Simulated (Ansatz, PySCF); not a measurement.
Process, species as SMILES: CCCC -> [CH3] (CH3) + [CH2]CC (the C-C bond at the site shown breaks; other sites are not compared here)
Geometries: B3LYP-D3(BJ)/def2-TZVP minima from Ansatz (a first-principles code), one conformer each, not searched for the lowest.

Property: bond dissociation energy (enthalpy at 298 K, with B3LYP-D3(BJ) rigid-rotor harmonic-oscillator terms from PySCF), in kcal/mol. Valence correlation only, unless marked. Open shells are spin-unrestricted. Spin-orbit coupling is left out. Non-relativistic. CBS marks a two-point X^-3 extrapolation of the correlation energy; Hartree-Fock from the larger set. The bracket is a focal-point correction in the basis named.

```csv
level,program,bond dissociation energy (kcal/mol)
HF-D4/def2-TZVPD,PySCF + dftd4,[?]
BLYP/def2-TZVPD,Ansatz,[?]
r2SCAN/def2-TZVPD,Ansatz,80.7
PBE0/STO-3G,Ansatz,117.3
PBE0-D3(BJ)/def2-TZVP,Ansatz + dftd3,87.8
TPSSh-D3(BJ)/def2-TZVPD,PySCF + dftd3,[?]
r2SCANh-D4/def2-TZVPD,Ansatz + dftd4,81.1
B2PLYP/def2-TZVPD,Ansatz,85.6
SCS-MP2/cc-pVDZ,Ansatz,90.1
SCS-MP2/cc-pVTZ,Ansatz,91.5
CCSD/STO-3G,Ansatz,105.6
"RI-MP2/CBS(cc-pVTZ,cc-pVQZ)+[CCSD(T)-MP2]/cc-pVTZ",Ansatz,90.3
```

Problem. Complete the blanks.

Solution. 
- HF-D4/def2-TZVPD, bond dissociation energy (kcal/mol): 63.2
- BLYP/def2-TZVPD, bond dissociation energy (kcal/mol): 80.2
- TPSSh-D3(BJ)/def2-TZVPD, bond dissociation energy (kcal/mol): 82.8
